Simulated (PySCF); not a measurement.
Computed IR spectrum (relative IR intensity) of a molecule C4H13NSi. Geometry: PBE0-D3(BJ)/def2-SVP. Other conformers were not sampled. These are PBE0-D3(BJ)/def2-SVP (PySCF) values and carry that method's errors. Frequencies are harmonic and unscaled.

Lines under 2 % of the strongest are left out, and lines within 2 cm⁻¹ are merged.

ν (cm⁻¹): 524 (w), 611 (m), 727 (w), 780 (m), 861 (m), 922 (vs), 927 (w), 943 (m), 948 (m), 1094 (vw), 1134 (w), 1207 (w), 1266 (w), 1319 (vw), 1394 (vw), 1470 (vw), 1504 (m), 2217 (m), 2225 (s), 2244 (m), 2929 (m), 2940 (m), 3043 (w), 3051 (w), 3058 (m), 3068 (w), 3106 (w), 3141 (w), 3152 (w) (against the strongest line: vs over 80 %, s over 45 %, m over 15 %, w over 4 %, vw less)

Problem. Pick the molecule that these values belong to.
(A) CN(C)[SiH](C)C
(B) C[SiH2]C(C)(C)N
(C) CC(C)C[SiH2]N
(D) CCCNC[SiH3]

Solution. D, CCCNC[SiH3]
